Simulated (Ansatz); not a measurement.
`C=C(Cl)O[SiH3]` + `C=C(O)F` → `C=C(F)O[SiH3]` + `C=C(O)Cl`  (ligand exchange at the Si–O bond)

Isolated molecules relaxed with PBE0-D4/def2-TZVP in Ansatz; ΔE leaves out vibrations. CCSD(T)/CBS is the MP2 limit (def2-TZVPP, def2-QZVPP) plus CCSD(T) − MP2 in def2-TZVPP, frozen cores. Functionals use def2-TZVPP. B3LYP here is the variant with VWN-RPA as its local correlation; programs differ in this. One conformer a species, not always the lowest.

| level | ΔE (kJ/mol) |
| --- | --- |
| B3LYP | 0.8 |
| HF/CBS(def2) | -2.4 |

Question: What does CCSD(T)/CBS give? (Estimate.)

Answer: Ansatz gave: +2.8 kJ/mol. The listed levels differ from it by -2.0, -5.2 kJ/mol.

Largest T1 diagnostic among the species: 0.012.

In def2-TZVPP, CCSD(T) changes the Hartree–Fock value by +4.1 kJ/mol (the triples alone add +1.0 kJ/mol) and MP2 by +4.8 kJ/mol.
